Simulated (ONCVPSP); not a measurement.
## Be (Z = 4), ONCV: configuration errors across variants

ONCVPSP 4.0.1 input, shortened (lines: element, Z, core and valence counts, functional; n l f; lmax; l rc ep ncon nbas qcut; lloc lpopt rc5 dvloc0; l nproj debl; icmod fcfact rcfact), LDA (Perdew-Zunger), scalar-relativistic:

```
  Be 4.00    0    2        3      upf
    1    0    2.00
    2    0    0.50
    2
    0    0.65    0.00    4    7   14.50
    1    0.65    0.03    4    8   13.10
    2    0.60    0.32    4    7   15.10
    2    5    0.60    0.00
    0    2    3.80
    1    2    2.30
    2    0    2.90
    0    0.00    0.00
```

All-electron excitation energies from the reference (eV): (1) 1s2 2s2 -17.418; (2) 1s2 2s1 -7.898; (3) 1s2 2s0 9.880; (4) 1s2 2s1.5 -13.666.

2 further variants failed, have other tests or too few solved ones, and are left out.

Errors AE − PS in meV (a dash: test not solved or not reliable):

| change | (1) | (2) | (3) | (4) | bound ghosts | GHOST(+) flags above zero |
| --- | --- | --- | --- | --- | --- | --- |
| base | +0.8 | +0.1 | +0.4 | +0.5 | none | none |
| d: nproj 1; local potential polynomial inside 0.50 bohr (lpopt 5, dvloc0 6 Ha) | +0.8 | +0.1 | +0.4 | +0.5 | none | none |
| p: ncon 5, nbas 9 | +0.8 | +0.1 | +0.4 | +0.5 | none | none |
| p: qcut 14.4 | +0.8 | +0.1 | +0.4 | +0.5 | none | none |

Question: Give the same row for: all radii scaled by about 1.04 (s 0.68, p 0.68, d 0.62 bohr).

Answer: +0.9, +0.1, +0.4, +0.5; bound ghosts: none; GHOST(+) flags above zero: none.
